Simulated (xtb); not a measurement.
Job for xtb: GFN2-xTB on FGeHO (SMILES [OH][Ge][F]), a point of a torsion scan.

```
$ xtb mol.xyz --gfn 2 --opt vtight --chrg 0 --uhf 0 --input xcontrol
4

O     -1.02866902     0.26362187     0.29962701
Ge     0.60527472     0.77530193    -0.18275524
F      1.43905828     1.52632779     1.16038059
H     -1.33658571    -0.52647095    -0.20168347
$constrain
  force constant=1.0
  dihedral: 4,1,2,3,210.0
$end
```

Program output:

```
[...]
           -------------------------------------------------
          |                Calculation Setup                |
           -------------------------------------------------



           -------------------------------------------------
          |                 G F N 2 - x T B                 |
           -------------------------------------------------

        Reference                      10.1021/acs.jctc.8b01176
      * Hamiltonian:
        H0-scaling (s, p, d)           1.850000    2.230000    2.230000
        zeta-weighting                 0.500000
      * Dispersion:
        s8                             2.700000
        a1                             0.520000
        a2                             5.000000
        s9                             5.000000
      * Repulsion:
        kExp                           1.500000    1.000000
        rExp                           1.000000
      * Coulomb:
        alpha                          2.000000
        third order                    shell-resolved
        anisotropic                    true
        a3                             3.000000
        a5                             4.000000
        cn-shift                       1.200000
        cn-exp                         4.000000
        max-rad                        5.000000


          ...................................................
          :                      SETUP                      :
          :.................................................:
          :  # basis functions                  19          :
          :  # atomic orbitals                  18          :
          :  # shells                            8          :
          :  # electrons                        18          :
          :  max. iterations                   250          :
          :  Hamiltonian                  GFN2-xTB          :
          :  restarted?                      false          :
          :  GBSA solvation                  false          :
          :  PC potential                    false          :
          :  electronic temp.          300.0000000     K    :
          :  accuracy                    1.0000000          :
          :  -> integral cutoff          0.2500000E+02      :
          :  -> integral neglect         0.1000000E-07      :
          :  -> SCF convergence          0.1000000E-05 Eh   :
          :  -> wf. convergence          0.1000000E-03 e    :
          :  Broyden damping             0.4000000          :
          :  net charge                          0          :
          :  unpaired electrons                  0          :
          ...................................................

 iter      E             dE          RMSdq      gap      omega  full diag
   1    -10.9417704 -0.109418E+02  0.222E+01    2.71       0.0  T
   2    -11.2159488 -0.274178E+00  0.123E+01    5.64       1.0  T
   3    -11.3657485 -0.149800E+00  0.599E+00    4.80       1.0  T
   4    -11.2898251  0.759234E-01  0.774E+00    3.84       1.0  T
   5    -11.3647872 -0.749621E-01  0.162E+00    5.03       1.0  T
   6    -11.3661631 -0.137588E-02  0.116E+00    4.97       1.0  T
   7    -11.3678282 -0.166508E-02  0.288E-01    4.87       1.0  T
   8    -11.3679963 -0.168126E-03  0.728E-02    4.83       1.0  T
   9    -11.3680070 -0.107307E-04  0.287E-02    4.83       1.7  T
  10    -11.3680093 -0.230477E-05  0.119E-02    4.82       4.2  T
  11    -11.3680098 -0.489022E-06  0.241E-03    4.82      20.7  T
  12    -11.3680098 -0.154899E-07  0.740E-04    4.82      67.5  T
  13    -11.3680098 -0.107529E-08  0.604E-05    4.82     828.1  T

   *** convergence criteria satisfied after 13 iterations ***

         #    Occupation            Energy/Eh            Energy/eV
      -------------------------------------------------------------
         1        2.0000           -0.7861644             -21.3926
       ...           ...                  ...                  ...
         3        2.0000           -0.6346224             -17.2690
         4        2.0000           -0.5515197             -15.0076
         5        2.0000           -0.4972711             -13.5314
         6        2.0000           -0.4872700             -13.2593
         7        2.0000           -0.4824818             -13.1290
         8        2.0000           -0.4724857             -12.8570
         9        2.0000           -0.4266405             -11.6095 (HOMO)
        10                         -0.2495096              -6.7895 (LUMO)
        11                         -0.1380686              -3.7570
        12                         -0.1065362              -2.8990
        13                         -0.0145931              -0.3971
        14                          0.0353283               0.9613
       ...                                ...                  ...
        18                          0.6859566              18.6658
      -------------------------------------------------------------
                  HL-Ga
[...]
   Energy/Eh            Energy/eV
      -------------------------------------------------------------
         1        2.0000           -0.7639250             -20.7875
       ...           ...                  ...                  ...
         3        2.0000           -0.6426213             -17.4866
         4        2.0000           -0.5364498             -14.5975
         5        2.0000           -0.4848320             -13.1930
         6        2.0000           -0.4796369             -13.0516
         7        2.0000           -0.4600560             -12.5188
         8        2.0000           -0.4551735             -12.3859
         9        2.0000           -0.4323300             -11.7643 (HOMO)
        10                         -0.2488537              -6.7717 (LUMO)
        11                         -0.1505297              -4.0961
        12                         -0.1231824              -3.3520
        13                          0.0005121               0.0139
        14                          0.0374602               1.0193
       ...                                ...                  ...
        18                          0.7221145              19.6497
      -------------------------------------------------------------
                  HL-Gap            0.1834762 Eh            4.9926 eV
             Fermi-level           -0.3405918 Eh           -9.2680 eV

 SCC (total)                   0 d,  0 h,  0 min,  0.002 sec
 SCC setup                      ...        0 min,  0.000 sec (  4.901%)
 Dispersion                     ...        0 min,  0.000 sec (  1.156%)
 classical contributions        ...        0 min,  0.000 sec (  0.505%)
 integral evaluation            ...        0 min,  0.000 sec ( 27.337%)
 iterations                     ...        0 min,  0.001 sec ( 30.633%)
 molecular gradient             ...        0 min,  0.000 sec ( 29.623%)
 printout                       ...        0 min,  0.000 sec (  5.272%)

         :::::::::::::::::::::::::::::::::::::::::::::::::::::
         ::                     SUMMARY                     ::
         :::::::::::::::::::::::::::::::::::::::::::::::::::::
         :: total energy             -11.357986837955 Eh    ::
         :: gradient norm              0.000152220999 Eh/a0 ::
         :: HOMO-LUMO gap              4.992642695139 eV    ::
         ::.................................................::
         :: SCC energy               -11.381918459752 Eh    ::
         :: -> isotropic ES            0.017401693489 Eh    ::
         :: -> anisotropic ES          0.002442451287 Eh    ::
         :: -> anisotropic XC         -0.000657142005 Eh    ::
         :: -> dispersion             -0.001298625905 Eh    ::
         :: repulsion energy           0.023929740334 Eh    ::
         :: add. restraining           0.000001881462 Eh    ::
         :: total charge              -0.000000000000 e     ::
         :::::::::::::::::::::::::::::::::::::::::::::::::::::

           -------------------------------------------------
          |                Property Printout                |
           -------------------------------------------------

    * Orbital Energies and Occupations

         #    Occupation            Energy/Eh            Energy/eV
      -------------------------------------------------------------
         1        2.0000           -0.7639250             -20.7875
         2        2.0000           -0.6934836             -18.8706
         3        2.0000           -0.6426213             -17.4866
         4        2.0000           -0.5364498             -14.5975
         5        2.0000           -0.4848320             -13.1930
         6        2.0000           -0.4796369             -13.0516
         7        2.0000           -0.4600560             -12.5188
         8        2.0000           -0.4551735             -12.3859
         9        2.0000           -0.4323300             -11.7643 (HOMO)
        10                         -0.2488537              -6.7717 (LUMO)
        11                         -0.1505297              -4.0961
        12                         -0.1231824              -3.3520
        13                          0.0005121               0.0139
        14                          0.0374602               1.0193
        15                          0.0963775               2.6226
        16                          0.1068412               2.9073
        17                          0.3835835              10.4378
        18                          0.7221145              19.6497
      -------------------------------------------------------------
                  HL-Gap            0.1834762 Eh            4.9926 eV
             Fermi-level           -0.3405918 Eh           -9.2680 eV

     #   Z          covCN         q      C6AA      α(0)
     1   8 O        1.587    -0.475    22.394     6.386
     2  32 Ge       1.490     0.477   249.344    33.173
     3   9 F        0.709    -0.321    12.570     4.186
     4   1 H        0.806     0.318     0.668     1.284

 Mol. C6AA /au·bohr⁶  :        590.541035
 Mol. C8AA /au·bohr⁸  :      35052.063380
 Mol. α(0) /au        :         45.029211


Wiberg/Mayer (AO) data.
largest (>0.10) Wiberg bond orders for each atom

 ---------------------------------------------------------------------------
     #   Z sym  total        # sym  WBO       # sym  WBO       # sym  WBO
 ---------------------------------------------------------------------------
     1   8 O    2.249 --     2 Ge   1.366     4 H    0.859
     2  32 Ge   2.558 --     1 O    1.366     3 F    1.157
     3   9 F    1.187 --     2 Ge   1.157
     4   1 H    0.899 --     1 O    0.859
 ---------------------------------------------------------------------------
Note: The following floating-point exceptions are signalling: IEEE_DENORMAL
normal termination of xtb

Topologies differ in total number of bonds
Writing topology from bond orders to xtbtopo.mol

molecular dipole:
                 x           y           z       tot (Debye)
 q only:       -0.271      -0.578      -1.277
   full:       -0.359      -0.695      -1.521       4.347
molecular quadrupole (traceless):
                xx          xy          yy          xz          yz          zz
 q only:        1.568       0.033      -0.282      -2.995      -4.054      -1.287
  q+dip:        1.811       0.158      -0.390      -3.429      -4.737      -1.421
   full:        1.660      -0.846       1.308      -3.044      -5.152      -2.968

           -------------------------------------------------
          |                Geometry Summary                 |
           -------------------------------------------------

      molecular mass/u    :      108.6332990
   center of mass at/Å    :        0.5504483       0.8510488      -0.0069188
  moments of inertia/u·Å² :        0.3508664E+02   0.6606697E+02   0.1009940E+03
rotational constants/cm⁻¹ :        0.4804573E+00   0.2551597E+00   0.1669171E+00

 * 2 selected distances

     #   Z          #   Z                                           value/Å
     1   8 O        2  32 Ge                                      1.7440766 (max)
     1   8 O        4   1 H                                       0.9511513 (min)

 * 2 distinct bonds (by element types)

   Z      Z             #   av. dist./Å        max./Å        min./Å
   1 H    8 O           1     0.9511513     0.9511513     0.9511513
   8 O   32 Ge          1     1.7440766     1.7440766     1.7440766


optimized geometry written to: xtbopt.xyz


           -------------------------------------------------
          | TOTAL ENERGY              -11.357986837955 Eh   |
          | GRADIENT NORM               0.000152220999 Eh/α |
          | HOMO-LUMO GAP               4.992642695139 eV   |
           -------------------------------------------------

------------------------------------------------------------------------
------------------------------------------------------------------------
 total:
 SCF:
 ANC optimizer:
```

The run finished.

Warnings raised: the energy holds the restraint's term.

Cost: about 0.08 core-seconds (a rough figure).
